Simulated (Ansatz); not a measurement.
Computed with B3LYP-D3(BJ)/def2-TZVP in Ansatz (a first-principles code). No frequencies were computed at this level.

Ansatz 0.2 input:
```yaml
crystal:
  periodic: [false, false, false]
  atoms:
    - { symbol: N, position_ang: [-1.593338, -0.282561, -0.018637] }
    - { symbol: Al, position_ang: [0.018011, 0.453885, 0.005511] }
    - { symbol: N, position_ang: [1.56462, -0.410658, 0.010186] }
    - { symbol: Br, position_ang: [0.110051, 2.703615, 0.032216] }
    - { symbol: H, position_ang: [-1.778204, -1.275397, -0.031223] }
    - { symbol: H, position_ang: [-2.476599, 0.212185, -0.022281] }
    - { symbol: H, position_ang: [2.483907, 0.013872, 0.020077] }
    - { symbol: H, position_ang: [1.671552, -1.414941, 0.004151] }
basis:
  gaussian: { orbitals: def2-tzvp }
hamiltonian:
  xc: b3lyp
  dispersion: d3bj
relax:
  max_steps: 150
```

Output:

```
Functional definition: B3LYP
1158 factors; their error is unknown
mean field evaluation 1: about -79679.1601 eV, gradient 9.4e1 eV
mean field evaluation 2: about -79648.7577 eV, gradient 1.4e2 eV
mean field evaluation 4: about -79695.2298 eV, gradient 5.5e0 eV
mean field evaluation 8: about -79695.2840 eV, gradient 9.5e-2 eV
mean field evaluation 16: about -79695.6371 eV, gradient 3.8e-5 eV
mean field -79695.63711734 eV, -2928.7606444191 hartree, gradient 3.8e-5 eV, S^2 0.000000; 0 other end points of the search recorded, 0 dependent functions left out
reference -79695.63736646 eV, -2928.7606535742 hartree; 33, 33 occupied and 138, 138 virtual orbitals, 1158 factors
relax step   1: F+E_penalty+E_count = -79695.92398496 eV  Δ(F+E_penalty+E_count) = +0.000e0 eV  max|allowed force component| = 3.093e-1 eV/Å  Δτ_max = 0.0000 Å  (27 SCF iters, accepted)
these checks for a lower state are left out or cut short: starts, cluster_reference, orbital_swaps, neighbouring_geometries, increment
1158 factors; their error is unknown
mean field -79695.65513402 eV, -2928.7613065201 hartree, gradient 2.3e-5 eV, S^2 0.000000; 0 other end points of the search recorded, 0 dependent functions left out
reference -79695.65538295 eV, -2928.7613156679 hartree; 33, 33 occupied and 138, 138 virtual orbitals, 1158 factors
relax step   2: F+E_penalty+E_count = -79695.94159967 eV  Δ(F+E_penalty+E_count) = -1.761e-2 eV  max|allowed force component| = 1.053e-1 eV/Å  Δτ_max = 0.0423 Å  (31 SCF iters, accepted)
these checks for a lower state are left out or cut short: starts, cluster_reference, orbital_swaps, neighbouring_geometries, increment
1158 factors; their error is unknown
mean field -79695.65767401 eV, -2928.7613998629 hartree, gradient 2.3e-5 eV, S^2 0.000000; 0 other end points of the search recorded, 0 dependent functions left out
reference -79695.65792272 eV, -2928.7614090030 hartree; 33, 33 occupied and 138, 138 virtual orbitals, 1158 factors
relax step   3: F+E_penalty+E_count = -79695.94483610 eV  Δ(F+E_penalty+E_count) = -3.236e-3 eV  max|allowed force component| = 4.177e-2 eV/Å  Δτ_max = 0.0192 Å  (32 SCF iters, accepted)
these checks for a lower state are left out or cut short: starts, cluster_reference, orbital_swaps, neighbouring_geometries, increment
1158 factors; their error is unknown
mean field evaluation 32: about -79695.3058 eV, gradient 6.7e-1 eV
mean field -79695.65747226 eV, -2928.7613924489 hartree, gradient 2.3e-5 eV, S^2 0.000000; 0 other end points of the search recorded, 0 dependent functions left out
reference -79695.65772107 eV, -2928.7614015925 hartree; 33, 33 occupied and 138, 138 virtual orbitals, 1158 factors
relax step   4: F+E_penalty+E_count = -79695.94454340 eV  Δ(F+E_penalty+E_count) = +2.927e-4 eV  max|allowed force component| = 1.235e-1 eV/Å  Δτ_max = 0.0063 Å  (32 SCF iters, rejected (line search))
these checks for a lower state are left out or cut short: starts, cluster_reference, orbital_swaps, neighbouring_geometries, increment
1158 factors; their error is unknown
mean field -79695.65784376 eV, -2928.7614061010 hartree, gradient 2.3e-5 eV, S^2 0.000000; 0 other end points of the search recorded, 0 dependent functions left out
reference -79695.65809250 eV, -2928.7614152422 hartree; 33, 33 occupied and 138, 138 virtual orbitals, 1158 factors
relax step   5: F+E_penalty+E_count = -79695.94500947 eV  Δ(F+E_penalty+E_count) = -1.734e-4 eV  max|allowed force component| = 6.902e-3 eV/Å  Δτ_max = 0.0031 Å  (32 SCF iters, accepted)
1158 factors; their error is unknown
mean field evaluation 64: about -79695.6578 eV, gradient 1.9e-3 eV
mean field -79695.65784376 eV, -2928.7614061010 hartree, gradient 2.3e-5 eV, S^2 0.000000; 1 other end points of the search recorded, 0 dependent functions left out
reference -79695.65809250 eV, -2928.7614152422 hartree; 33, 33 occupied and 138, 138 virtual orbitals, 1158 factors
Total energy: -79695.94525822 eV, -2928.7719683876 hartree
Atom 0 at    -1.560656    -0.296926    -0.018000 Å, force    -0.001931    -0.005824    -0.000346 eV/Å
Atom 1 at     0.019190     0.480988     0.005464 Å, force    -0.000315    -0.003265     0.000188 eV/Å
Atom 2 at     1.531363    -0.421749     0.010120 Å, force     0.002564    -0.004526    -0.000268 eV/Å
Atom 3 at     0.111163     2.745849     0.031125 Å, force    -0.000456    -0.001390    -0.000118 eV/Å
Atom 4 at    -1.720438    -1.291430    -0.030714 Å, force    -0.004418     0.000970     0.000048 eV/Å
Atom 5 at    -2.435221     0.202481    -0.021067 Å, force     0.005436     0.006902     0.000261 eV/Å
Atom 6 at     2.442772     0.006592     0.022971 Å, force    -0.004100     0.006393     0.000231 eV/Å
Atom 7 at     1.611827    -1.425804     0.000101 Å, force     0.003220     0.000740     0.000004 eV/Å
Dipole moment:    -0.021806    -0.537550    -0.006351 e Å
```

Cost: roughly 40 core-seconds.
